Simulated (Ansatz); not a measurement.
Computed with Ansatz on PBE0-D4/def2-TZVP structures; ΔE is electronic, products minus reactants. CCSD(T)/CBS is the MP2 limit (def2-TZVPP, def2-QZVPP) plus CCSD(T) − MP2 in def2-TZVPP, frozen cores. This one scheme is used for every species. DFT in def2-TZVPP. B3LYP here is the variant with VWN-RPA as its local correlation; programs differ in this. HSE06 is defined as in plane-wave codes. Each species was taken in one conformer, which may not be the lowest.

Reaction (ligand exchange at the Al–O bond): `[OH][AlH][SiH2]O` + HCl → `O[SiH2][AlH][Cl]` + H₂O

(1) Is it downhill or uphill in electronic energy at CCSD(T)/CBS, and by how much? (Best estimate.)

(2) What do these levels give: B97M-V, B3LYP-D4, B2PLYP, BLYP, HSE06, BHLYP, RPA@PBE/def2-TZVPP, MP2/def2-TZVPP, CCSD/def2-TZVPP, CCSD(T)/def2-TZVPP, MP2/def2-QZVPP, HF/CBS(def2)? (Estimate.)

(3) What do rigid-rotor, harmonic-oscillator terms from PBE0-D4/def2-TZVP frequencies (298.15 K, 1 bar) make of the CCSD(T)/CBS value? (An estimate is asked.)

Largest T1 diagnostic among the species: 0.013.

Results:

(1) Ansatz gave: Downhill: ΔE = -36.2 kJ/mol.

(2) Computed: B97M-V -34.3, B3LYP-D4 -32.0, B2PLYP -29.7, BLYP -24.6, HSE06 -38.5, BHLYP -32.5, RPA@PBE/def2-TZVPP -25.8, MP2/def2-TZVPP -33.1, CCSD/def2-TZVPP -30.8, CCSD(T)/def2-TZVPP -30.8, MP2/def2-QZVPP -35.8, HF/CBS(def2) -35.7 kJ/mol.

(3) The calculation gave: ΔZPE = +6.8 kJ/mol, ΔH = -28.8 kJ/mol, ΔS = 12 J/(mol·K), ΔG = -32.5 kJ/mol. Modes under 50 cm⁻¹ make the entropy rough.

The D4 term adds −3.2 kJ/mol with B3LYP and −1.7 kJ/mol with PBE0; it sums over pairs of atoms, weighted by their polarisabilities, and B3LYP, whose exchange is more repulsive, gets the larger term. In def2-TZVPP, CCSD(T) changes the Hartree–Fock value by +6.1 kJ/mol (the triples alone add +0.0 kJ/mol) and MP2 by +3.8 kJ/mol. From BLYP to BHLYP (50 % exact exchange), in def2-TZVPP and without D4, ΔE moves by −7.9 kJ/mol.
